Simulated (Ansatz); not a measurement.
Gas-phase electronic energies from Ansatz, PBE0-D4/def2-TZVP geometries. CCSD(T)/CBS adds triple-zeta CCSD(T) − MP2 to the extrapolated MP2 energy (def2 sets, frozen cores). This one scheme is used for every species, atoms too. Functionals use def2-TZVPP. B3LYP here is the variant with VWN-RPA as its local correlation; programs differ in this. HSE06 is defined as in plane-wave codes. Open shells (•) are unrestricted, without spin–orbit coupling. Spin–orbit coupling would lower the free atoms: a little for C, F, O; strongly for Sn. Elements past krypton have def2 core potentials. Bonds to Sn are less sure, by a few kJ/mol each and by 10 to 20 or more in all where they break to atoms, as the def2 sets lack core-valence functions.

Reaction (atomization): `[CH3][Sn-]1[O]C(C(F)(F)F)=CC(C(F)(F)F)=[O+]1` → 6 C• + 6 F• + 4 H• + 2 O• + Sn•

**Question.** What is ΔE at CCSD(T)/CBS? (Best estimate.)

**Answer.** The calculation gave: +8233.3 kJ/mol.

**Question.** What do these levels give: revPBE-D4, B97M-V, B3LYP-D4, PBE-QIDH, HSE06, BHLYP, CAM-B3LYP, LC-ωPBE, HF/def2-SVP, SCS-MP2/def2-TZVPP, MP2/def2-QZVPP, MP2/CBS(def2)? (An estimate is asked.)

**Answer.** Ansatz gave: revPBE-D4 8339.2, B97M-V 8281.4, B3LYP-D4 8208.2, PBE-QIDH 8199.1, HSE06 8282.9, BHLYP 7693.1, CAM-B3LYP 8235.4, LC-ωPBE 8283.9, HF/def2-SVP 5686.4, SCS-MP2/def2-TZVPP 8128.6, MP2/def2-QZVPP 8496.8, MP2/CBS(def2) 8597.2 kJ/mol.

Largest T1 diagnostic among the species: 0.016.

In def2-TZVPP, CCSD(T) changes the Hartree–Fock value by +2434.9 kJ/mol (the triples alone add +207.9 kJ/mol) and MP2 by +2798.8 kJ/mol; breaking electron pairs costs correlation energy, which Hartree–Fock lacks. The D4 term adds +99.0 kJ/mol with B3LYP and +53.6 kJ/mol with PBE0; it sums over pairs of atoms, weighted by their polarisabilities, and B3LYP, whose exchange is more repulsive, gets the larger term.

For atomizations the MP2-based limit and the directly extrapolated one differ by several kJ/mol either way, and by 10 to 25 for some Ge, Se and Sn compounds, so smaller differences from it don't rank the levels.
